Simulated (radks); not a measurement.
Charge is removed step by step from the 2s down level of F+, starting from [He] 2s(up 1, down 1) 2p4. Calculated with a radial shooting solver on a logarithmic mesh with Libxc functionals: non-relativistic Kohn-Sham, PBE, spin-polarised, spherical densities, point nucleus; open shells are filled with parallel spins first.

| removed (e) | E - E(0) (eV) | eigenvalue (eV) | E minus straight line (eV) |
|---|---|---|---|
| 0 | 0.000 | -44.937 | 0.000 |
| 0.25 | 11.781 | -49.324 | -1.667 |
| 0.5 | 24.667 | -53.772 | -2.229 |
| 0.75 | 38.670 | -58.251 | -1.675 |
| 1 | 53.792 | -62.727 | 0.000 |

Removing the whole electron costs 53.792 eV by Delta-SCF, against 44.937 eV from minus the eigenvalue at the starting occupation. Slater's transition state (half an electron removed) gives 53.772 eV. Integrating minus the eigenvalue over the occupation (Janak's theorem) gives 53.792 eV. The mean slope of the eigenvalue, de/dn, is 17.8 eV per electron.
